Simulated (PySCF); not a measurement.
# Rb₂⁻: from constants to spectrum

ROHF-SCS-MP2 constants of Rb₂⁻, ²Σu⁺ (doublet), unpaired electrons σ ↑ (PySCF, scalar-relativistic core potentials, basis sets Rb def2-SVPD with ECP28; masses 84.9118 and 84.9118 u):

```
ωe              : 33.4 cm⁻¹
ωexe            : 0.0896 cm⁻¹
Be              : 0.016335 cm⁻¹
αe              : 6.31e-05 cm⁻¹
D (centrifugal) : 1.57e-08 cm⁻¹
```

Give the vibrational terms G(v) and spacings up to v = 6.

G(v) = ωe(v+½) − ωexe(v+½)².

| v | G(v) (cm⁻¹) | G(v) − G(v−1) | Bv (cm⁻¹) |
| --- | --- | --- | --- |
| 0 | 16.7 |  | 0.01630 |
| 1 | 49.9 | 33.2 | 0.01624 |
| 2 | 82.9 | 33.0 | 0.01618 |
| 3 | 115.8 | 32.9 | 0.01611 |
| 4 | 148.5 | 32.7 | 0.01605 |
| 5 | 181.0 | 32.5 | 0.01599 |
| 6 | 213.3 | 32.3 | 0.01592 |

Correlated steps freeze no core orbitals. Spin–orbit coupling is left out. The state is the lowest determinant that a PBE0 search found; another state may lie lower at other levels.
